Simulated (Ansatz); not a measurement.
Consider the substitution at a C–C bond: `CC(=O)C(C)C(C)=O` + `F[Si](F)(F)S` → `CS[Si](F)(F)F` + `CC(=O)CC(C)=O`.

Gas-phase electronic energies from Ansatz, PBE0-D4/def2-TZVP geometries. CCSD(T)/CBS is the MP2 limit (def2-TZVPP, def2-QZVPP) plus CCSD(T) − MP2 in def2-TZVPP, frozen cores. One conformer a species, not always the lowest.

```csv
species,SCS-MP2/def2-QZVPP energy (Eh)
`CC(=O)C(C)C(C)=O`,-384.48639
`F[Si](F)(F)S`,-986.92697
`CS[Si](F)(F)F`,-1026.15973
`CC(=O)CC(C)=O`,-345.24821
```

Q: Work out ΔE.

A: ΔE = (-1026.15973) + (-345.24821) − (-384.48639) − (-986.92697) = 0.00542 Eh = +14.2 kJ/mol. CCSD(T)/CBS gives +15.4 kJ/mol.

Largest T1 diagnostic among the species: 0.015.

The D4 term adds +3.6 kJ/mol with B3LYP and +2.2 kJ/mol with PBE0; it sums over pairs of atoms, weighted by their polarisabilities, and B3LYP, whose exchange is more repulsive, gets the larger term. In def2-TZVPP, CCSD(T) changes the Hartree–Fock value by +12.0 kJ/mol (the triples alone add +0.8 kJ/mol) and MP2 by +12.2 kJ/mol.

B3LYP here is the variant with VWN-RPA as its local correlation; programs differ in this.
